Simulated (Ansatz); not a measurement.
`COC1=CCCCC1`, relaxed with RKS PBE0-D4/def2-TZVP in the Gaussian-basis code of Ansatz from a PBE-D4/def2-SVP geometry. The force threshold is 0.005 eV/Å; the program also tests the step.

Total charge 0; spin multiplicity 1.

Start:

```xyz
20

C    -2.823   -0.107   -1.133
O    -1.904    0.811   -0.578
C    -0.682    0.334   -0.192
C    -0.271   -0.957   -0.279
C     1.106   -1.399    0.154
C     2.069   -0.223    0.366
C     1.382    0.912    1.132
C     0.181    1.447    0.344
H    -3.736    0.465   -1.385
H    -2.423   -0.586   -2.056
H    -3.087   -0.915   -0.411
H    -0.951   -1.734   -0.659
H     1.528   -2.105   -0.596
H     1.030   -1.994    1.096
H     2.404    0.162   -0.624
H     2.982   -0.564    0.897
H     2.094    1.735    1.348
H     1.034    0.529    2.117
H    -0.455    2.110    0.968
H     0.523    2.078   -0.509
```

Problem. How much energy does the relaxation release, and in how many steps? (An estimate is asked.)

Solution. Ansatz gave: 2.19 kcal/mol, in 7 steps, 1 of them rejected.

Problem. Which bonds change most? (Estimate.)

Solution. The calculation gave: C3–C4 from 1.357 to 1.335 Å; C1–H10 from 1.115 to 1.096 Å; C1–H11 from 1.115 to 1.096 Å; C5–H14 from 1.117 to 1.099 Å.

Problem. Give the relaxed structure. (Best estimate.)

Solution. The calculation gave: 
```xyz
20

C    -2.785   -0.113   -1.141
O    -1.886    0.803   -0.573
C    -0.678    0.328   -0.180
C    -0.281   -0.944   -0.257
C     1.087   -1.388    0.167
C     2.046   -0.220    0.344
C     1.380    0.904    1.118
C     0.172    1.432    0.360
H    -3.675    0.453   -1.412
H    -2.363   -0.581   -2.038
H    -3.058   -0.899   -0.428
H    -0.952   -1.705   -0.636
H     1.489   -2.091   -0.571
H     1.021   -1.956    1.106
H     2.347    0.153   -0.642
H     2.957   -0.553    0.849
H     2.084    1.718    1.310
H     1.059    0.527    2.096
H    -0.451    2.062    1.002
H     0.488    2.071   -0.474
```
